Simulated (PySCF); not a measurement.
Oscillator strengths, rates and cross-sections

Compound: C4H8OSi.
SMILES with atom numbers: `[CH2:1]=[C:2]([SiH3:3])[CH2:4][CH:5]=[O:6]` (hydrogens: H7, H8 on C1; H9, H10, H11 on Si3; H12, H13 on C4; H14 on C5)

Theory: TDDFT CAM-B3LYP/def2-SVPD, vertical, gas phase, core orbitals frozen in the response (PySCF 2.14.0, density-fitted response routines). One conformer (not necessarily the lowest) at the GFN2-xTB geometry, without solvent, vibrations or thermal averaging. Torsions of this conformer, `[CH2:1]=[C:2]([SiH3:3])[CH2:4][CH:5]=[O:6]`: C1–C2–C4–C5 138°, C2–C4–C5–O6 19°.

For one non-degenerate pair of states in vacuum, A = 0.6670 f ν̃² s⁻¹ with ν̃ in cm⁻¹, τ = 1/A, |μ|² = 3f / (2ΔE) in atomic units, and the integrated cross-section is ∫σ dE = 109.76 f Mb·eV.

Only emission to the ground state at the vertical energy is counted.

Energies and rates of the computed singlets with f of 0.002 or more:

```csv
state,ν̃ (cm⁻¹),A (s⁻¹)
S2,50720,8.32×10⁶
S3,53380,1.37×10⁸
S4,56550,2.96×10⁸
S5,57000,1.74×10⁷
S6,57290,2.45×10⁷
S7,60210,3.00×10⁸
S8,61330,8.65×10⁷
```

**Question.** Go back from the rates to the oscillator strengths and transition dipoles.

**Answer.** f = A / (0.6670 ν̃²), and |μ| follows from f:

| state | f | \|μ\| (D) | τ | main configurations (H = HOMO, L = LUMO) |
| --- | --- | --- | --- | --- |
| S2 | 0.0049 | 0.45 | 120 ns | H-1→L (50%), H→L (48%) |
| S3 | 0.072 | 1.69 | 7.3 ns | H→L+1 (61%), H-2→L+1 (26%), H-1→L+1 (8%) |
| S4 | 0.139 | 2.28 | 3.4 ns | H-2→L+1 (47%), H→L+1 (35%) |
| S5 | 0.0080 | 0.55 | 57 ns | H-2→L (79%) |
| S6 | 0.011 | 0.64 | 41 ns | H→L+2 (79%), H-2→L (10%) |
| S7 | 0.124 | 2.09 | 3.3 ns | H-1→L+1 (75%), H-2→L+1 (15%) |
| S8 | 0.034 | 1.09 | 12 ns | H→L+3 (41%), H-1→L+2 (39%) |

**Question.** Suppose S2 emitted 0.3 eV lower with the same transition dipole. How would A change?

**Answer.** At fixed |μ|, A goes as the cube of the energy: (5.99/6.29)³ = 0.86, which makes τ about 140 ns.

**Question.** What is the integrated cross-section of all computed states together?

**Answer.** Σf = 0.394 over S1 to S8, so 109.76 × Σf ≈ 43.2 Mb·eV.

**Question.** How much energy does a mole of photons resonant with S7 carry?

**Answer.** 7.466 eV × 96.485 = 720 kJ/mol (172 kcal/mol).
